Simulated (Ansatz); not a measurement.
One change: `N#C[SiH2]P` becomes `N#C[SiH2]N[SiH3]`.

Ansatz, PBE0-D4/def2-TZVP geometries, multiplicity 1. Each molecule was computed in one conformer, which needn't be the lowest.

| property | `N#C[SiH2]P` |
| --- | --- |
| HOMO energy (ωB97M-V/def2-TZVPP) / eV | -10.38 |
| size of the dipole moment (PBE/def2-TZVPP) / D | 3.80 |
| HOMO–LUMO gap (ωB97M-V/def2-TZVPP) / eV | 11.42 |
| HOMO–LUMO gap (PBE/def2-TZVPP) / eV | 5.35 |
| HOMO energy (B3LYP/def2-TZVPP) / eV | -8.06 |
| LUMO energy (B3LYP/def2-TZVPP) / eV | -1.08 |

Task: Give the same properties after the change, and the shifts. (Estimate.)

Result: The calculation gave: 
```csv
property,`N#C[SiH2]N[SiH3]`,shift
HOMO energy (ωB97M-V/def2-TZVPP) / eV,-10.60,-0.22
size of the dipole moment (PBE/def2-TZVPP) / D,3.77,-0.03
HOMO–LUMO gap (ωB97M-V/def2-TZVPP) / eV,11.47,0.05
HOMO–LUMO gap (PBE/def2-TZVPP) / eV,5.06,-0.29
HOMO energy (B3LYP/def2-TZVPP) / eV,-8.06,0.00
LUMO energy (B3LYP/def2-TZVPP) / eV,-1.15,-0.07
```

The zero-point energy changes by 63.6 kJ/mol with +9 modes. Dipoles are sizes alone; their direction can turn.

B3LYP here is the variant with VWN-RPA as its local correlation; programs differ in this.
